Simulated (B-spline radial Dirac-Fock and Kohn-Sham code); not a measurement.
Dipole and non-dipole photoemission parameters of Tc 4p1/2

System: the free technetium atom, configuration [Kr] 4d5 5s2; threshold 52.43 eV (orbital energy of the model). Method: Dirac-Hartree-Slater photoionisation with a Latter tail; cross sections with all multipoles, angular parameters from the dipole term and its interference with E2. Computed with an atomic code on a B-spline grid.

| hν (eV) | σ (kb) | β | γ | δ |
| --- | --- | --- | --- | --- |
| 60.9 | 834 | 1.943 | -0.081 | 0.006 |
| 64.5 | 668 | 1.846 | -0.119 | 0.006 |
| 80 | 283 | 0.938 | 0.323 | -0.047 |
| 86.9 | 216 | 0.508 | 0.470 | -0.064 |
| 94.1 | 175 | 0.158 | 0.449 | -0.062 |
| 99.5 | 156 | -0.020 | 0.361 | -0.052 |
| 119 | 125 | -0.147 | 0.023 | -0.001 |
| 149 | 113 | 0.274 | -0.058 | 0.031 |
| 300 | 75.2 | 1.317 | 0.208 | 0.011 |
| 503 | 41.4 | 1.588 | 0.100 | 0.001 |
| 600 | ? | ? | ? | ? |
| 731 | 23.9 | 1.663 | 0.004 | -0.001 |
| 768 | 22.1 | 1.668 | -0.004 | -0.001 |
| 950 | 15.5 | 1.680 | -0.023 | 0.000 |
| 1000 | 14.2 | 1.681 | -0.023 | 0.000 |
| 1040 | 13.3 | 1.681 | -0.021 | 0.000 |
| 1486.9 | 6.84 | 1.662 | 0.040 | 0.001 |
| 1990 | 3.79 | 1.624 | 0.158 | 0.004 |
| 2000 | 3.75 | 1.623 | 0.161 | 0.004 |
| 2480 | 2.35 | 1.585 | 0.283 | 0.007 |
| 3190 | 1.32 | 1.529 | 0.458 | 0.014 |
| 4000 | 0.765 | 1.470 | 0.638 | 0.023 |
| 4240 | 0.662 | 1.454 | 0.687 | 0.025 |
| 5050 | 0.424 | 1.402 | 0.840 | 0.035 |
| 5310 | 0.372 | 1.386 | 0.885 | 0.039 |
| 7070 | 0.173 | 1.289 | 1.149 | 0.063 |
| 8330 | 0.110 | 1.229 | 1.303 | 0.080 |
| 12000 | 0.0381 | 1.087 | 1.640 | 0.132 |
| 12900 | 0.0307 | 1.058 | 1.706 | 0.145 |

Question: Give the values at 600 eV.

Answer: σ = 32.3 kb, β = 1.632, γ = 0.049, δ = 0.000.
